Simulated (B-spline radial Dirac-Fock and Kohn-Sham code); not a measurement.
## Muonic isotope shifts in ruthenium

Model: the Dirac equation of a negative muon with reduced mass in the field of a spherical finite nucleus, with the Uehling potential to all orders; nuclear polarisation, deformation, hyperfine structure, self-energy, higher-order vacuum polarisation, relativistic recoil and electron screening are left out. Program: a radial B-spline solver. Nuclear charge: Fermi distribution (skin thickness 2.3 fm); radii from Angeli and Marinova (2013). Reference ¹⁰⁰Ru, radius 4.4531 fm: 2p3/2 → 1s1/2 2901 keV, 3d5/2 → 2p3/2 762.4 keV.

```csv
A,radius (fm),δ⟨r²⟩ (fm²),shift 2p3/2 → 1s (keV),shift 3d5/2 → 2p3/2 (keV)
96,4.3908,-0.551,+18.43,+0.21
98,4.4229,-0.268,+8.91,+0.10
99,4.4338,-0.172,+5.70,+0.07
101,4.4606,+0.067,-2.20,-0.02
102,4.4809,+0.248,-8.17,-0.09
104,4.5098,+0.508,-16.64,-0.20
```

Values without a named source are computed, but for edge energies of neutral atoms, which are taken from tables.
